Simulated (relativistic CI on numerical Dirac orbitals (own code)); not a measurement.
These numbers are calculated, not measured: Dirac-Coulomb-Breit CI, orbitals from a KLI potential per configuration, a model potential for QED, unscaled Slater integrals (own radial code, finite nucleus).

The strongest absorption lines from the ground level of an ion, among the configurations computed and to levels below about 1040 eV (vacuum wavelength in Å, gf): 11.993 (0.17), 12.012 (0.014), 15.073 (0.027), 15.284 (0.0072), 15.819 (0.36), 15.855 (0.28), 165.80 (0.18), 327.10 (0.00062).

Q: Which ion is it?
A. Ca XVII
B. Ti XVII
C. Ti XXI
D. Ti XIX

A: D. Ti XIX has 4 electrons and the ground level 2s2 1S_0; the strongest line goes to 2s 3p 1P°_1. The pattern of lines fixes the number of electrons, and along that sequence the line energies rise steadily with the charge (about as its square where n changes within one kind of shell, about linearly where n is kept but much faster in heavy ions where fine structure, which grows about as Z⁴, sets the gap, and irregularly where shells cross), which fixes Z. Configurations outside the model, such as inner-shell arrays, can give stronger lines. At this charge energies of transitions that change n are usually good to better than 1 %, and those within a shell (Δn = 0) to a few per cent.

LS names give the leading component of a level, which can be under half, so a name can repeat, a term be missing and a line seem to break the LS rules.
